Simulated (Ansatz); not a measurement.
Scan of H2B (cation, charge +1), singlet: map of symmetric stretch and bend. Scanned: B-H bond length and H-B-H angle.

Computed with CCSD on RHF/aug-cc-pVTZ, frozen core run with Ansatz (an electronic-structure program).

Energy in kJ/mol above the lowest grid point; x is the B-H bond length (Å), y the H-B-H angle (°).

```
y \ x   0.99   1.07   1.13   1.19   1.25   1.31   1.36   1.42   1.48   1.54   1.58
-----  -----  -----  -----  -----  -----  -----  -----  -----  -----  -----  -----
180    120.2   32.8    4.7    0.0   12.5   37.5   65.3  104.7  148.4  194.7  226.4
173    121.9   34.4    6.3    1.5   14.0   38.9   66.7  106.0  149.6  195.9  227.5
163    130.2   42.4   14.1    9.1   21.2   45.9   73.5  112.4  155.8  201.7  233.1
153    145.7   57.3   28.6   23.1   34.7   58.9   86.0  124.4  167.1  212.4  243.4
143    168.7   79.4   50.0   43.8   54.6   78.0  104.4  141.9  183.8  228.2  258.6
133    199.5  109.1   78.7   71.5   81.3  103.6  129.0  165.4  206.1  249.3  278.8
123    238.8  146.9  115.3  106.8  115.2  136.1  160.3  195.2  234.3  275.9  304.4
113    287.2  193.4  160.4  150.2  157.0  176.1  198.8  231.8  269.0  308.7  335.8
103    345.5  249.6  214.8  202.7  207.5  224.4  245.3  276.1  310.9  348.2  373.7
93     414.7  316.4  279.5  265.3  267.7  282.2  301.0  329.0  361.2  395.6  419.1
83     495.2  394.4  355.4  338.9  338.8  350.6  366.9  392.0  420.9  452.0  473.2
70     617.4  513.3  471.5  451.8  448.3  456.3  469.1  489.5  513.2  538.3  555.1
```

Points that lie below all their neighbours on the grid: x = 1.19, y = 180 on the edge of the grid (0.0 kJ/mol).
